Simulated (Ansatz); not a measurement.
Gas-phase electronic energies from Ansatz, PBE0-D4/def2-TZVP geometries. CBS: MP2 limit from def2 TZ/QZ plus the TZ coupled-cluster correction, frozen cores. DFT in def2-TZVPP. B3LYP here is the variant with VWN-RPA as its local correlation; programs differ in this. For Ga outer-core shells are correlated without core-valence functions, which leaves a few kJ/mol of doubt a bond. Scalar relativity is left out up to krypton. Each species was taken in one conformer, which may not be the lowest.

Reaction (cleavage of the Si–Ga bond): `[SiH3][GaH][Cl]` + `[NH2][AlH][Cl]` → `[SiH3][NH][AlH][Cl]` + `[Cl][GaH2]`

`[SiH3][GaH][Cl]`:

```xyz
7

Si   -0.081    0.593   -0.918
Ga    0.035   -0.474    1.234
Cl    0.525   -2.576    1.133
H    -1.123   -0.079   -1.739
H     1.232    0.455   -1.602
H    -0.416    2.038   -0.802
H    -0.172    0.045    2.695
```

`[NH2][AlH][Cl]`:

```xyz
6

N    -0.405    0.662    0.616
Al    0.299   -0.406   -0.587
Cl    0.887   -2.320    0.042
H    -0.722    1.599    0.427
H    -0.549    0.427    1.584
H     0.489    0.038   -2.081
```

`[SiH3][NH][AlH][Cl]`:

```xyz
9

Si    0.729    1.088   -0.562
N     0.448   -0.393    0.291
Al   -1.036   -1.291    0.646
Cl   -2.864   -0.532   -0.035
H     1.375    2.105    0.313
H     1.625    0.880   -1.734
H    -0.580    1.602   -1.029
H     1.291   -0.823    0.653
H    -0.988   -2.635    1.458
```

`[Cl][GaH2]`:

```xyz
4

Cl    1.651   -0.853   -0.564
Ga   -0.175    0.091    0.060
H    -0.340    0.261    1.598
H    -1.136    0.501   -1.094
```

```csv
level,ΔE (kJ/mol)
B3LYP-D4,-25.7
CAM-B3LYP-D4,-31.7
PBE,-9.5
r2SCAN0,-26.2
LC-ωPBE,-25.4
RPA@PBE/def2-TZVPP,-31.8
MP2/def2-SVP,-36.7
CCSD/CBS(def2),-29.0
```

**Question.** What does CCSD(T)/CBS give? (An estimate is asked.)

**Answer.** The calculation gave: -28.1 kJ/mol. The listed levels differ from it by 2.4, -3.6, 18.6, 1.9, 2.7, -3.7, -8.6, -0.9 kJ/mol.

Largest T1 diagnostic among the species: 0.013.

The D4 term adds −3.1 kJ/mol with B3LYP and −1.6 kJ/mol with PBE0; it sums over pairs of atoms, weighted by their polarisabilities, and B3LYP, whose exchange is more repulsive, gets the larger term. Leaving LDA and LC-ωPBE aside and taking each functional with its dispersion term where it has one, the values, not all of them listed here, spread over 21.6 kJ/mol, from BHLYP-D4 to PBE-D4. LDA lies −6.3 kJ/mol from PBE without D4.
